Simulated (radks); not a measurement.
Results of a calculation; reference values are marked as such.
Q: Orbital eigenvalues (eV) of neutral gold, [Xe] 4f14 5d10 6s1, of relativity; Dirac values are averaged over j with weights 2j + 1. Spin-unpolarised spherical Kohn-Sham, PBEsol, point nucleus unless stated (finite: rms radius 5.4371 fm), a radial shooting solver on a logarithmic mesh with Libxc functionals. A level marked "c x" has the speed of light scaled by that factor.

shell       non-rel.
3s           -2853.1
3p           -2631.5
3d           -2217.7
4s           -601.29
4p           -505.74
4d           -329.99
4f           -94.482
5s           -84.503
5p           -54.264
5d           -8.0875
6s           -4.1313
6p (empty)  -0.75844

Give the values at the level "Dirac, c x 1.25".

A: 
shell       Dirac, c x 1.25  change of magnitude (%)
3s                  -3149.1                   +10.38
3p                  -2746.5                    +4.37
3d                  -2207.3                    -0.47
4s                  -675.48                   +12.34
4p                  -532.89                    +5.37
4d                  -326.98                    -0.91
4f                  -85.886                    -9.10
5s                  -98.261                   +16.28
5p                  -58.138                    +7.14
5d                  -7.3476                    -9.15
6s                  -5.0548                   +22.35
6p (empty)                -                        -
